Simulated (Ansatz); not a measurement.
Saddle point of Si2H6OF4, closed shell (Si₂H₄OF₂ ([F][SiH]([F])[O][SiH3]) + HF + HF → SiHF₃ ([F][SiH]([F])[F]) + SiH₄O ([OH][SiH3]) + HF (still joined by a long Si–O bond); bonds formed: Si1–F8, O2–H9, H7–F10; bonds broken: H7–F8, H9–F10; bonds weakened to dative contacts: Si1–O2), PBE0-D4/def2-TZVP structure:

```
13
angstrom
Si -0.9443 0.4010 0.9397
O 0.2202 -0.1688 -0.2018
Si 0.0709 0.0029 -1.8950
F -1.9161 0.8935 -0.2740
F -0.5787 1.8228 1.5317
H -1.8849 -0.5001 1.6017
H 1.2515 -0.6637 1.8056
F 0.2900 -0.3158 2.2438
H 1.2183 -0.5917 0.2426
F 2.0380 -0.9450 0.9893
H -0.0010 1.4335 -2.2437
H 1.3331 -0.6000 -2.3811
H -1.0968 -0.7686 -2.3588
```

Energies are electronic, without zero-point energy. Barriers and step energies count from the start structure reached by relaxing down the imaginary mode; all methods use the PBE0-D4 structures, on which another method's saddle can fall below an end. Ansatz 0.2.0; basis: def2-TZVPP, with def2-QZVPP for the basis limit; cores frozen in the correlated methods. B3LYP uses VWN-RPA correlation. Extrapolation: Hartree–Fock as exp(−7.88 √X), correlation as X^−2.97.

```csv
method,barrier (kcal/mol),step energy (kcal/mol)
SPW92,-5.87,-5.70
PBE-D4,7.12,3.45
BLYP-D4,?,6.35
r2SCAN-D4,7.39,2.45
B97M-V,13.09,3.33
PBE0-D4,9.61,3.77
B3LYP-D4,?,5.85
r2SCAN0-D4,9.38,2.89
BHLYP-D4,14.93,5.62
CAM-B3LYP-D4,10.06,3.55
wB97X-V,10.93,3.69
wB97M-V,10.40,2.64
B2PLYP,12.90,5.75
PBE-QIDH,?,4.04
RPA on PBE,12.63,6.03
HF,27.05,11.97
MP2,12.38,5.82
CCSD,15.31,6.37
CCSD(T),13.14,5.50
```

(1) Fill in the withheld barriers. (Judge from chemistry; the value comes from the calculation.)

T1 diagnostic: at most 0.012.

Answers

(1) The calculation gives: B3LYP-D4 12.37; PBE-QIDH 11.20; BLYP-D4 11.31 kcal/mol. Each is the energy of the saddle less that of the start structure, by the same method.

For comparison, the barrier by CCSD(T) at an estimated basis limit (MP2 extrapolated from triple and quadruple zeta, plus CCSD(T) − MP2 in triple zeta) is 13.55 kcal/mol.

Steps of this kind, hydrogen fluoride cutting a network bond, underlie vapour etching and the fluorination step of atomic layer etching. Here a small cluster stands in for the surface site.

Labels in which every atom is bracketed show which atoms are joined, not bond orders.

For scale, one of the runs: CCSD(T)/def2-TZVPP, 323 basis functions, launched by `ansatz run in.yaml --threads 4 --pin off --events-out ev --progress --plain --max-ram 46080MiB --backend cuda --devices 0, --max-vram 37GiB`. Time: 11 s of wall clock on 4 CPU threads of an AMD EPYC 7R13 and a share of one NVIDIA H100; the host was shared. Peak host memory: 0.88 GiB.
